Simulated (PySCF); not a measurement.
## A single-point calculation

[TlCl]2+ (singlet). PySCF 2.14.0, RKS r2SCAN, Tl def2-SVP with ECP60, Cl def2-SVP; non-relativistic Hamiltonian with scalar-relativistic core potentials where named; density fitting; no spin-orbit coupling. Purpose: all atoms moved at random, sigma 0.03 A.

```python
mol = gto.M(atom='''
Tl    -0.01548    -0.03964    -0.32013
Cl     0.01548     0.03964     2.02675''',
    basis={'Tl': 'def2-SVP', 'Cl': 'def2-SVP'},
    ecp={'Tl': 'def2-SVP'},
    charge=2, spin=0)
mf = dft.RKS(mol, xc='R2SCAN')
mf.grids.atom_grid = (50, 194)
mf = mf.density_fit()  # fitting sets: Tl def2-universal-JKFIT, Cl def2-universal-JKFIT
mf.conv_tol = 1e-08; mf.max_cycle = 55
mf.kernel(dm0)  # dm0: converged density of the relaxed state
mf.nuc_grad_method().kernel()
```

Run from Python with OMP_NUM_THREADS=2; the lines above give its settings. Where DIIS fails, smearing, a level shift and second-order steps follow.
It took 0.6 s on 2 threads of Arm Neoverse V2 (shared host), from an already converged density.

(1) Where do the frontier levels lie, over both spins?

(2) What does the SCF print?

(3) What are the Mulliken charges and spins?

(4) What forces act on the atoms (eV/Å)?

(5) How does its energy compare with the relaxed singlet of charge +2 in vacuum?

Results:

(1) HOMO -21.47 eV, LUMO -21.12 eV. The relaxed reference isn't the lowest spin state tried. The gap is small, and the closed shell wasn't tested for a lower spin-broken solution.

(2) 
```
init E= -631.714367283386
cycle= 1 E= -631.678004076971  delta_E= 0.0364  |g|= 0.0207  |ddm|= 0.214
cycle= 2 E= -631.6771467035  delta_E= 0.000857  |g|= 0.0366  |ddm|= 0.409
cycle= 3 E= -631.678158976111  delta_E= -0.00101  |g|= 0.0182  |ddm|= 0.298
cycle= 4 E= -631.678285278047  delta_E= -0.000126  |g|= 0.00285  |ddm|= 0.047
cycle= 5 E= -631.678298610651  delta_E= -1.33e-05  |g|= 0.00133  |ddm|= 0.0483
cycle= 6 E= -631.678300343799  delta_E= -1.73e-06  |g|= 0.000117  |ddm|= 0.0117
cycle= 7 E= -631.678300352851  delta_E= -9.05e-09  |g|= 2.8e-05  |ddm|= 0.000748
Extra cycle  E= -631.678300352254  delta_E= 5.97e-10  |g|= 4.31e-05  |ddm|= 0.000199
converged SCF energy = -631.678300352254
```

(3) 
| atom | charge (e) | spin (e) |
| --- | --- | --- |
| Tl1 | 1.573 | 0.000 |
| Cl2 | 0.427 | 0.000 |

(4) 
```
Tl  -0.01 -0.02 -0.53
Cl   0.01  0.02  0.53
```
Forces carry noise of the integration grid, about 0.01 to 0.03 eV/Å.

(5) It lies 0.014 eV higher.
